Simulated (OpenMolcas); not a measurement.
An atom or ion with 48 electrons was computed by SS-CASPT2, IPEA 0.25 Eh, imaginary shift 0.1 Eh with spin-orbit coupling (OpenMolcas, ANO-RCC-VTZP, DKH2). The lowest levels that the run gave, each within 12 % of the measured value where one is at hand:

```csv
J,Parity,E (cm-1),g
0,even,0.0,
0,odd,96710,
1,odd,100695,1.486
2,odd,112427,1.501
1,odd,141236,1.016
```

**Question.** Which ion is it, and what are the configurations and terms?

**Answer.** Xe⁶⁺ (Z = 54, charge +6; active space 2 electrons in 4 orbitals (5s 5p)). J, parity and g give the terms where levels are pure, and mixed ones are named by the computed weights; the size of the splittings, set against known spectra of the 48-electron sequence, gives the charge. In order, with the measured energies in cm-1 (Saloman, J. Phys. Chem. Ref. Data 33, 765 (2004)): 5s2 1S0, 5s 5p 3P* 0 (96141), 5s 5p 3P* 1 (100451), 5s 5p 3P* 2 (113676), 5s 5p 1P* 1 (143259).

Some high roots are left out of the spin-orbit mixing, which shifts the levels that they would mix with. Measured partners are found by configuration, term and J. A level has none where our copy of the source lacks it or the pairing is in doubt (some pairs that miss far off the trend of their configuration count as doubtful), and it then counts in no deviation. Levels of configurations outside the active space are missing.

* marks odd parity.
